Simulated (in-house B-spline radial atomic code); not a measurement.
A fraction x of an electron is removed from 4d in Ru3+, starting from [Kr] 4d5 and keeping the highest spin. Computed with an all-electron radial atomic-structure program (B-spline basis): scalar-relativistic (X2C) B97-1, spin-polarised, spherical fractional occupations, Fermi nucleus of rms radius 4.4809 fm.

Caution: exact exchange at fractional occupations of open shells leaves self-interaction of up to several eV.

```tsv
x	E(x) - E(0) (eV)	4d up level (eV)
0	0.0000	-40.295
0.05	2.0315	-40.966
0.15	6.1955	-42.316
0.36	15.3822	-45.184
0.39	16.7439	-45.597
0.5	21.8432	-47.120
0.55	24.2166	-47.817
0.7	31.5466	-49.920
0.84	38.6741	-51.904
1	47.1615	-54.192
```

The exact functional would give a straight line between the two integer points. Deviations E(x) - E(0) - x[E(1) - E(0)], in eV: -0.327 at x = 0.05, -0.879 at x = 0.15, -1.596 at x = 0.36, -1.649 at x = 0.39, -1.738 at x = 0.5, -1.722 at x = 0.55, -1.466 at x = 0.7, -0.942 at x = 0.84.

The curve lies below the straight line by up to 1.738 eV (at x = 0.5): convex, the delocalisation error, to which spherically averaged exact exchange adds.

Problem. How well does Slater's transition state (minus the level at half occupation) give the ionisation energy?

Solution. It gives 47.120 eV against 47.161 eV from the two total energies; NIST lists 45.00 eV, ground level to ground level. The end point has an open shell averaged over its orbitals, so its exact exchange keeps a self-interaction and this is no true integer point.
